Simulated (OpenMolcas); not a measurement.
## Co2+: moving or changing the point charges

Co2+ among 6 point charges of -2.2 e arranged as an octahedron (Oh), 2 Å from the ion.
```
   2.0000    0.0000    0.0000  -2.20
   0.0000    2.0000    0.0000  -2.20
  -2.0000    0.0000    0.0000  -2.20
   0.0000   -2.0000    0.0000  -2.20
   0.0000    0.0000    2.0000  -2.20
   0.0000    0.0000   -2.0000  -2.20
```

- Program: OpenMolcas
- Method: CASSCF
- Basis: ANO-RCC-VDZP [5s4p2d1f]
- Scalar Hamiltonian: DKH2, point nucleus
- Active space: 7 electrons in 5 orbitals (3d)
- State averaging: 2S+1 = 4 even, 10 roots; 2S+1 = 2 even, 40 roots
- Spin-orbit coupling: RASSI with atomic mean-field integrals over the reference wave functions

Runs around this geometry, states (labels of O, the rotations of Oh). Energies in cm-1 above the lowest state or level, χT in cm3 K/mol; under a threefold ground state the first gap can be a small split of the lowest multiplet, not the spin-orbit step; 10Dq and B are least-squares fits to the states below 45000 cm-1, weighted by degeneracy, with a free offset, and given where the rms deviation is under 5 % of |10Dq| (or 100 cm-1) and under 700 cm-1.

```tsv
R (Å)	q (e)	Ground state	First state of that spin	10Dq	B (rms of fit)	First gap with spin-orbit (degeneracies)	χT at 300 K	First state of another spin
2	-1.43	4T1	4T2 3142	3434	1232 (154)	341.3 (2, 4)	3.992	2E 18333
2	-2.2	4T1	4T2 4895	5255	1231 (225)	357.4 (2, 4)	3.772	2E 17213
2.08	-2.2	4T1	4T2 4100	4430	1232 (181)	352.8 (2, 4)	3.854	2E 17778
```

Taking |10Dq| as R^-n, n = -ln(4430 / 5255) / ln(2.08 / 2) = 4.4 between the shortest and longest distance. The point-charge formula for a cubic d site gives n = 5.

Scaling the charges by -1.43 / -2.2 = 0.65 scales |10Dq| by 3434 / 5255 = 0.65; with fixed orbitals a first-order splitting would follow the charge.

An orbital triplet at a regular site is open to Jahn-Teller coupling, which can distort the site and quench the lowest spin-orbit gaps and is left out. Without dynamic correlation the repulsion within the d shell is too large (B by tens of per cent), so at a given field states of lower spin stand too high. This is an electrostatic model: the charges have no orbitals. No measured value stands beside these numbers.
